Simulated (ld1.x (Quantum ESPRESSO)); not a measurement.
# Mg, RRKJ: configuration errors across variants

```json
{
  "Element": "magnesium (Mg)",
  "Generator": "ld1.x (Quantum ESPRESSO) 7.5",
  "Type": "norm-conserving RRKJ (Kleinman–Bylander form)",
  "Functional": "LDA (PZ)",
  "Relativity": "scalar-relativistic",
  "Frozen core": "[He] 2s2",
  "Valence charge": "8",
  "Reference configuration": "2p6 3s1 3p0 (charge +1)",
  "Partial waves": "3s (bound): rc 1.95 bohr; 2p (bound): rc 0.90 bohr",
  "Local potential": "the p channel",
  "Core correction": "a·sin(br)/r model core, default radius (core density twice the valence density)",
  "rho0": "0.005"
}
```

All-electron excitation energies from the reference (eV): (1) 2p6 3s2 3p0 -8.074; (2) 2p6 3s0 3p0 15.048; (3) 2p6 3s1.5 3p0 -4.882; (4) 2p6 3s0 3p1 4.391; (5) 2p6 3s0 3p2 -0.804; (6) 2p6 3s1 3p1 -4.551; (7) 2p5 3s2 3p0 50.572; (8) 2p6 3s1 3p0 spin -0.321; (9) 2p6 3s1.5 3p0 spin -4.939.

Spin tests fill each open shell by Hund’s rule, majority spin first.

2 further variants failed, have other tests or too few solved ones, and are left out.

A true bound ghost makes a file unfit for plane-wave use even where its test errors are small: the radial tests pick states by their node count and pass the ghost by.

Errors AE − PS in meV (a dash: test not solved or not reliable):

| change | (1) | (2) | (3) | (4) | (5) | (6) | (7) | (8) | (9) | bound ghosts |
| --- | --- | --- | --- | --- | --- | --- | --- | --- | --- | --- |
| base | +4.4 | +2.5 | +1.4 | -47 | -62 | -24 | -655 | +2.0 | +1.9 | s |
| all radii but the core radius scaled by about 1.05 (s 2.04, p 0.94 bohr) | +4.4 | +3.2 | +1.4 | -60 | -79 | -31 | -658 | +2.3 | +1.9 | s |
| all radii but the core radius scaled by about 1.15 (s 2.24, p 1.04 bohr) | +4.1 | +3.2 | +1.3 | -98 | -127 | -51 | -617 | +2.0 | +1.8 | s |
| all radii but the core radius scaled by about 1.29 (s 2.52, p 1.16 bohr) | +3.3 | -0.3 | +1.0 | -158 | -203 | -82 | -518 | +0.6 | +1.2 | s |

(1) Give the same row for: all radii but the core radius scaled by about 1.36 (s 2.66, p 1.22 bohr).

Results:

(1) +2.4, -6.1, +0.6, -200, -256, -103, -428, -1.3, +0.5; bound ghosts: s.
